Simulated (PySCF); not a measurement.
# SMILES FC(F)=C(F)[C@@H]1O[C@H]1F, C4H2F4O

Molfile (atoms numbered from 1):
```
C4H2F4O
     RDKit          3D

 11 11  0  0  0  0  0  0  0  0999 V2000
    1.2325   -1.2387    1.1671 F   0  0  0  0  0  0  0  0  0  0  0  0
    1.6710   -0.3185    0.3242 C   0  0  0  0  0  0  0  0  0  0  0  0
    2.9819   -0.3772    0.1976 F   0  0  0  0  0  0  0  0  0  0  0  0
    0.8713    0.5291   -0.3198 C   0  0  0  0  0  0  0  0  0  0  0  0
    1.4143    1.4101   -1.1762 F   0  0  0  0  0  0  0  0  0  0  0  0
   -0.6006    0.6443   -0.1920 C   0  0  2  0  0  0  0  0  0  0  0  0
   -1.2019    0.3505    1.0472 O   0  0  0  0  0  0  0  0  0  0  0  0
   -1.4850   -0.5115    0.0295 C   0  0  1  0  0  0  0  0  0  0  0  0
   -2.7324   -0.4528   -0.4768 F   0  0  0  0  0  0  0  0  0  0  0  0
   -1.0094    1.5044   -0.7163 H   0  0  0  0  0  0  0  0  0  0  0  0
   -1.1364   -1.5371    0.0895 H   0  0  0  0  0  0  0  0  0  0  0  0
  1  2  1  0
  2  3  1  0
  2  4  2  3
  4  5  1  0
  4  6  1  0
  6  7  1  0
  7  8  1  0
  8  9  1  0
  8  6  1  0
  6 10  1  6
  8 11  1  1
M  END
```

The calculation used PySCF 2.14.0, TDDFT BHandHLYP/def2-SVPD circular dichroism and optical rotation, one conformer, gas phase. Geometry: GFN2-xTB.

The molecule is flexible and this is one conformer; a measurement averages over conformers. States above about 9.0 eV lie in this functional's continuum (it starts at minus the energy of the highest occupied orbital, well below the true ionisation energy for most functionals) and depend on the basis.

Question: What are the CIP labels of the stereocentres?

Answer: C6 S, C8 S.

Question: Which excitations and rotatory strengths does the calculation give?

Answer: Rotatory strengths R in 10⁻⁴⁰ esu² cm², velocity form and length form (origin at the centre of mass); f in length form.
| state | E (eV) | λ (nm) | f | R (velocity) | R (length) | main |
| --- | --- | --- | --- | --- | --- | --- |
| 1 | 6.86 | 181 | 0.026 | -52.1 | -53.1 | HOMO→LUMO+2 0.34, HOMO→LUMO+1 0.25 |
| 2 | 7.20 | 172 | 0.330 | +67.0 | +66.5 | HOMO→LUMO 0.81, HOMO→LUMO+1 0.09 |
| 3 | 7.47 | 166 | 0.014 | +2.0 | +1.9 | HOMO→LUMO+1 0.61, HOMO→LUMO+2 0.18 |
| 4 | 8.30 | 149 | 0.007 | 0.0 | -0.1 | HOMO−1→LUMO 0.81, HOMO−2→LUMO 0.10 |
| 5 | 8.47 | 146 | 0.011 | +7.6 | +7.1 | HOMO→LUMO+3 0.69, HOMO→LUMO+2 0.16 |
| 6 | 8.64 | 144 | 0.024 | -6.5 | -6.0 | HOMO→LUMO+4 0.62, HOMO→LUMO+3 0.18 |
| 7 | 9.11 | 136 | 0.015 | -12.6 | -12.6 | HOMO→LUMO+5 0.63 |
| 8 | 9.24 | 134 | 0.082 | +19.1 | +18.7 | HOMO−2→LUMO 0.76, HOMO−1→LUMO 0.11 |
| 9 | 9.69 | 128 | 0.012 | -5.0 | -4.1 | HOMO→LUMO+6 0.70, HOMO→LUMO+7 0.08 |
| 10 | 9.80 | 127 | 0.005 | +11.4 | +10.5 | HOMO−1→LUMO+2 0.23, HOMO−1→LUMO+4 0.17 |
| 11 | 9.89 | 125 | 0.004 | +1.6 | +1.4 | HOMO−1→LUMO+1 0.76 |
| 12 | 9.99 | 124 | 0.010 | +25.2 | +22.0 | HOMO−1→LUMO+2 0.33, HOMO→LUMO+10 0.21 |
| 13 | 10.05 | 123 | 0.036 | +19.9 | +19.9 | HOMO→LUMO+7 0.74, HOMO→LUMO+10 0.08 |
| 14 | 10.20 | 122 | 0.018 | -16.8 | -16.6 | HOMO→LUMO+8 0.59, HOMO→LUMO+10 0.16 |
| 15 | 10.27 | 121 | 0.003 | -3.4 | -3.5 | HOMO−1→LUMO+4 0.28, HOMO−1→LUMO+3 0.27 |
| 16 | 10.36 | 120 | 0.039 | -24.7 | -24.9 | HOMO−2→LUMO+1 0.58 |

Among the states computed, the strongest CD band (largest |R|) is state 2. The largest dissymmetry factor in size, g = 4R/(D+G), with D and G the electric and magnetic dipole strengths, is +0.035 for state 12 (velocity form, f = 0.011), among bands with |R| over 0.5. The mirror image has the same energies and oscillator strengths and all R with the opposite sign.
